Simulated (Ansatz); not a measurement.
Two isomers of CH7BO2Si: A = `C[SiH2]B(O)O`, B = `B[SiH](O)OC`.

Program: Ansatz. Geometries: PBE0-D4/def2-TZVP. ΔE: electronic, gas phase. CBS: MP2 limit from def2 TZ/QZ plus the TZ coupled-cluster correction, frozen cores. DFT in def2-TZVPP. One conformer a species, not always the lowest.

A:

```xyz
12

C    -1.742    0.456   -0.112
Si   -0.291   -0.456    0.664
B     1.460   -0.064   -0.314
O     1.514    0.765   -1.395
O     2.658   -0.598    0.049
H    -2.672    0.239    0.418
H    -1.879    0.159   -1.155
H    -1.588    1.538   -0.080
H    -0.561   -1.925    0.654
H    -0.168   -0.068    2.101
H     0.663    1.133   -1.637
H     2.608   -1.179    0.809
```

B:

```xyz
12

B     0.830   -1.831   -1.127
Si    0.614   -0.352    0.219
O     1.868    0.721    0.154
O    -0.839    0.297   -0.190
C    -1.586    1.176    0.622
H     1.046   -1.566   -2.275
H     0.750   -2.991   -0.848
H     0.581   -0.725    1.658
H     2.120    1.037   -0.715
H    -1.520    0.900    1.681
H    -2.632    1.130    0.314
H    -1.231    2.205    0.508
```

(1) Which is lower in electronic energy at CCSD(T)/CBS, and by how much? (Best estimate.)

(2) Give E(B) − E(A) in kcal/mol with HF/def2-TZVPP, MP2/def2-TZVPP, CCSD/def2-TZVPP, PBE0-D4, ωB97M-V, B2PLYP, r2SCAN-D4. (An estimate is asked.)

Largest T1 diagnostic: 0.013.

Results:

(1) Ansatz gave: A, by 42.1 kcal/mol.

(2) Computed: HF/def2-TZVPP 34.3, MP2/def2-TZVPP 43.1, CCSD/def2-TZVPP 41.1, PBE0-D4 46.0, ωB97M-V 43.3, B2PLYP 41.8, r2SCAN-D4 45.3. None reverses the order clearly.

In def2-TZVPP, CCSD(T) changes the Hartree–Fock value by +8.2 kcal/mol (the triples alone add +1.3 kcal/mol) and MP2 by +8.8 kcal/mol. From PBE to PBE0 (25 % exact exchange), in def2-TZVPP and without D4, E(B) − E(A) moves by −1.5 kcal/mol.
